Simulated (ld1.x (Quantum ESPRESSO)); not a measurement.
**beryllium: one change to a TM potential, before and after**

Be (Z = 4), norm-conserving Troullier–Martins (Kleinman–Bylander form), made with ld1.x (Quantum ESPRESSO) 7.5 (PBE, non-relativistic). Core [He], reference 2s2 2p0. Waves: 2p (bound, empty): rc 2.90 bohr; 2s (bound): rc 1.40 bohr. Local part: the s channel. Core correction: Bessel-smoothed model core, default radius (core density twice the valence density).

Change: all radii but the core radius scaled by about 1.13 (s 1.58, p 3.28 bohr).

Cutoffs: the cutoffs (Ry, on a coarse ladder) from which the occupation-weighted sum of valence levels, in a spherical-Bessel basis at the reference potential, stays within 10 and 1 mRy of its value at 400 Ry; they do not see the model core or the augmentation charge, which bear on the density cutoff. Errors are all-electron minus pseudo energies relative to the spin-unpolarised reference configuration.

Problem. What does the change do?

Solution. The potential gets softer (10 Ry and 35 Ry → 10 Ry and 30 Ry); of the 5 tests that both files solve, the error grows in 3 and shrinks in 0 by more than 15 % and 0.3 meV (median size 5.3 → 10.0 meV); neither file shows a bound ghost. A larger radius leaves more room for a smooth pseudo-wave, so fewer plane waves are needed. More of the atom is replaced by a form fitted at one configuration, so other configurations suffer.

```csv
quantity,base,changed
"cutoff, loose",10 Ry,10 Ry
"cutoff, tight",35 Ry,30 Ry
bound ghosts,none,none
"error for 2s1 2p0, meV [ΔE 9.55 eV]",+5.3,+5.4
"error for 2s1.5 2p0, meV [ΔE 3.76 eV]",+1.0,+1.0
"error for 2s1 2p1, meV [ΔE 3.61 eV]",-4.9,-10.0
"error for 2s0 2p1, meV [ΔE 13.46 eV]",-46,-87
"error for 2s0 2p2, meV [ΔE 7.25 eV]",-22,-44
```
